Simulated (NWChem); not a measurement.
System: MgGeNH5; SMILES [NH2][Mg][GeH3]

NWChem printed, in part:

```
             Northwest Computational Chemistry Package (NWChem) 7.3.0
             --------------------------------------------------------

 C1  symmetry detected

                             Geometry "geometry" -> ""
                             -------------------------

 Output coordinates in angstroms (scale by  1.889725989 to convert to a.u.)

  No.       Tag          Charge          X              Y              Z
 ---- ---------------- ---------- -------------- -------------- --------------
    1 Mg                  12.0000     0.00002998    -1.31898936    -0.00092531
    2 N                    7.0000     0.00004591    -3.22268140    -0.00099279
    3 H                    1.0000     0.82259769    -3.83428560     0.00728830
    4 H                    1.0000    -0.82178418    -3.83540073     0.00708628
    5 Ge                  32.0000     0.00008553     1.26197849    -0.00029381
    6 H                    1.0000    -1.36740801     1.88573685     0.42199678
    7 H                    1.0000     1.04313321     1.88674079     0.97877516
    8 H                    1.0000     0.32004307     1.90053905    -1.38769131

 Effective nuclear repulsion energy (a.u.)     188.6559880811

  xc_inp: hfexch multiplicative factor not found.

                                 NWChem DFT Module
                                 -----------------

 Summary of "ao basis" -> "ao basis" (spherical)
 ------------------------------------------------------------------------------
       Tag                 Description            Shells   Functions and Types
 ---------------- ------------------------------  ------  ---------------------
 Mg                        def2-tzvpp               12       32   5s4p3d
 N                         def2-tzvpp               11       31   5s3p2d1f
 H                         def2-tzvpp                6       14   3s2p1d
 Ge                        def2-tzvpp               16       48   6s5p4d1f

            General Information
            -------------------
          SCF calculation type: DFT
          Wavefunction type:  closed shell.
          No. of atoms     :     8
          No. of electrons :    56
           Alpha electrons :    28
            Beta electrons :    28
          Charge           :     0
          Spin multiplicity:     1
          Use of symmetry is: off; symmetry adaption is: off
          Maximum number of iterations: 150
          AO basis - number of functions:   181
                     number of shells:    69
          Convergence on energy requested:  1.00D-06
          Convergence on density requested:  1.00D-05
          Convergence on gradient requested:  5.00D-04

              XC Information
              --------------
                     Hartree-Fock (Exact) Exchange  1.000

      Superposition of Atomic Density Guess
      -------------------------------------

 Sum of atomic energies:       -2331.72329135

      Non-variational initial energy
      ------------------------------

 Total energy =   -2332.454492
 1-e energy   =   -3626.292099
 2-e energy   =    1105.181620
 HOMO         =      -0.302044
 LUMO         =      -0.045266

------------------------------------------------------------
EAF file 0: "./job.aoints.0" size=253755392 bytes
------------------------------------------------------------
               write      read    awrite     aread      wait
               -----      ----    ------     -----      ----
     calls:      484         0         0         0         0
   data(b): 2.54e+08  0.00e+00  0.00e+00  0.00e+00
   time(s): 0.00e+00  0.00e+00  0.00e+00  0.00e+00  0.00e+00
rate(mb/s): 0.00e+00  0.00e+00
------------------------------------------------------------

     ---------------------------------------------
      Total Density - Mulliken Population Analysis
     ---------------------------------------------

    Atom       Charge   Shell Charges
 -----------   ------   -------------------------------------------------------
    1 Mg  12    11.20   2.00  0.71  1.27  0.71  0.26  5.11  0.88  0.15  0.03  0.00  0.04  0.02
    2 N    7     8.14   0.82  1.16  0.58  0.86  0.18  1.69  1.95  0.90  0.00  0.00  0.00
    3 H    1     0.75   0.22  0.37  0.09  0.02  0.05  0.01
    4 H    1     0.75   0.22  0.37  0.09  0.02  0.05  0.01
    5 Ge  32    32.00   2.00  2.00  1.17  0.79  0.81  0.65  5.98  4.43  1.57  1.29  1.23  8.90  1.11  0.01  0.06  0.01
    6 H    1     1.06   0.21  0.54  0.28  0.00  0.01  0.00
    7 H    1     1.06   0.21  0.54  0.28  0.00  0.01  0.00
    8 H    1     1.06   0.21  0.54  0.28  0.00  0.01  0.00

   convergence    iter        energy       DeltaE   RMS-Dens  Diis-err
 ---------------- ----- ----------------- --------- --------- ---------
 d= 0,ls=0.0,diis     1  -2332.2853240056 -2.52D+03  3.40D-03  5.78D-01
 d= 0,ls=0.0,diis     2  -2332.3467319070 -6.14D-02  1.16D-03  2.56D-01
 d= 0,ls=0.0,diis     3  -2332.3742265475 -2.75D-02  4.95D-04  4.28D-03
 d= 0,ls=0.0,diis     4  -2332.3757071999 -1.48D-03  1.17D-04  2.26D-04
 d= 0,ls=0.0,diis     5  -2332.3757986225 -9.14D-05  4.56D-05  2.09D-05
  Resetting Diis
 d= 0,ls=0.0,diis     6  -2332.3758087074 -1.01D-05  1.31D-05  3.15D-06
 d= 0,ls=0.0,diis     7  -2332.3758094720 -7.65D-07  4.36D-06  5.34D-07

         Total DFT energy =    -2332.375809471964
      One electron energy =    -3630.031908340332
           Coulomb energy =     1210.997694503652
    Exchange-Corr. energy =     -101.997583716427
 Nuclear repulsion energy =      188.655988081144

 Numeric. integr. density =        0.000000000000

                       DFT Final Molecular Orbital Analysis
                       ------------------------------------

[...]
```

Level: Hartree-Fock/def2-TZVPP. All runs use the structure optimised with PBE-D3(BJ)/def2-SVP.

Problem. Write an input that gives this output.

Solution. One answer among several that fit: the input that was run:
```
start job
memory heap 200 mb stack 900 mb global 1100 mb
geometry units angstroms noautoz
  Mg    -0.256695     1.200767    -0.010107
  N     -0.296802     3.104003    -0.021401
  H     -0.209074     3.722432     0.791353
  H     -0.393948     3.709942    -0.842556
  Ge    -0.201774    -1.379571     0.005221
  H      0.077314    -2.005947    -1.397350
  H      0.901151    -1.975748     0.935265
  H     -1.530728    -2.043403     0.482937
end
basis spherical
  * library def2-tzvpp
end
dft
  xc hfexch
  iterations 150
  semidirect filesize 400000000
  mulliken
end
task dft energy
```
